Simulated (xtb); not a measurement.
F₂HOS, SMILES [OH+]=S(F)F, charge +1. All values are semi-empirical tight-binding results from xtb (GFN2-xTB unless named), good for trends rather than for accurate numbers. Geometry: GFN2-xTB. The isomer is the one that the SMILES or the coordinates give; other isomers of the formula were not compared.

```yaml
point_group_as_xtb_finds_it: Cs
orbital_gap: 7.54 eV
zero_point_energy: 11.0 kcal/mol
G − E(el) at 298.15 K (modified RRHO): -6.3 kcal/mol
static polarisability (D4 model): 31.7 bohr³
solvation energy, GFN2-xTB/ALPB(water): -76.1 kcal/mol
solvation energy, GFN2-xTB/ALPB(benzene): -50.7 kcal/mol
```
